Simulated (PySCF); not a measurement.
# WH₂ + Cl₂ → WHCl + HCl

Level: PBE0 in the def2-TZVP basis family, computed in PySCF with density fitting; scalar-relativistic core potentials for atoms from Rb on, none lighter, no spin–orbit coupling; open shells unrestricted.

```tsv
species	state and structure	ZPE (kJ/mol)	H(298 K) − H(0) (kJ/mol)	S° (J/(mol K))
WH₂	quintet, C2v, W–H 1.713 Å (×2); H–W–H 113.2°	27.1	10.3	247.3
Cl₂	singlet, D∞h, Cl–Cl 1.982 Å	3.5	9.1	222.5
WHCl	quintet, Cs, W–Cl 2.262 Å, W–H 1.718 Å; Cl–W–H 120.4°	16.7	11.5	290.6
HCl	singlet, C∞v, H–Cl 1.279 Å	17.9	8.7	186.6
```

Q: Is the gas-phase reaction uphill or downhill in electronic energy at this level, and by how much?

A: At PBE0/def2-TZVP, ΔE = -324.0 kJ/mol, downhill. 

Q: Add zero-point, thermal and entropy terms for 298.15 K and 1 bar.

A: ΔZPE = 4.0 and Δ[H(298) − H(0)] = 0.8 kJ/mol give ΔH° = -319.2 kJ/mol. ΔS° = 7.4 J/(mol K), so ΔG° = -319.2 − 298.15 × (0.0074) = -321 kJ/mol.

Spin–orbit coupling can matter for WH₂, WHCl and is left out. Open d or f shells are single determinants, so the state found may not be the ground state. Only the bonding shown was studied: isomers, or loss of a ligand pair, can lie lower.
